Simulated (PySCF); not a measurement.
Two structures of GeH5SF, closed shell, reached by relaxing down either side of one saddle point (PBE0-D4/def2-TZVP). Energies are electronic, without zero-point energy. Computed with PySCF 2.14 with density fitting (its default auxiliary sets; JK sets also for MP2 and CCSD(T)) (basis: def2-TZVPP and def2-QZVPP); correlated methods freeze the cores. Filled d shells of the heavier atoms are correlated. The def2 sets are not built for correlating such inner shells, so the correlated values are less sure here. Extrapolation: Hartree–Fock as exp(−7.88 √X), correlation as X^−2.97. First:

Ge1  (-0.376, 0.169, -1.310)
F2  (1.168, -0.445, -0.757)
H3  (-0.245, 0.250, -2.836)
H4  (-0.547, 1.546, -0.662)
H5  (-1.430, -0.845, -0.861)
H6  (0.933, -0.645, 1.531)
S7  (0.020, -0.322, 2.462)
H8  (0.548, 0.899, 2.635)
(Å)

Second:

```tsv
atom	x (Å)	y (Å)	z (Å)
Ge1	-0.9463	0.5172	-0.3406
F2	1.9987	-1.6434	-0.6685
H3	0.0601	0.8976	-1.4296
H4	-1.7733	1.7314	0.1010
H5	-1.8458	-0.6435	-0.7701
H6	1.5155	-1.3080	0.0627
S7	0.1623	-0.2827	1.4396
H8	0.9417	0.8021	1.5854
```

Which bonds change from the first to the second?

GeH₃F ([F][GeH3]) + H₂S → GeH₄S ([SH][GeH3]) + HF; bonds formed: Ge1–S7, F2–H6; bonds broken: Ge1–F2, H6–S7.

Give the saddle point's structure and its height above each. (An estimate is asked for; the value comes from the calculation.)

Computed: 1.502 eV above the first and 1.575 eV above the second (CCSD(T) at an estimated basis limit (MP2 extrapolated from triple and quadruple zeta, plus CCSD(T) − MP2 in triple zeta)).
```tsv
atom	x (Å)	y (Å)	z (Å)
Ge1	-0.5145	0.0960	-0.7381
F2	1.2416	-0.9202	-0.4227
H3	0.0574	0.1426	-2.1690
H4	-0.9566	1.5368	-0.4187
H5	-1.6121	-0.9603	-0.6145
H6	1.0347	-0.7728	0.7054
S7	0.0386	-0.1412	1.7903
H8	0.7108	1.0190	1.8672
```

The T1 diagnostic stays at or below 0.013.

Exchanges of this kind with a chalcogen hydride build sulfide and selenide films.

Labels in which every atom is bracketed show which atoms are joined, not bond orders.

For scale, one of the runs: CCSD(T)/def2-TZVPP, 191 basis functions, launched by `OMP_NUM_THREADS=4 python run.py`. The run took 7.4 min on 4 CPU threads of an Arm Neoverse V2 (shared host), with 2.6 GiB of host memory at its peak.
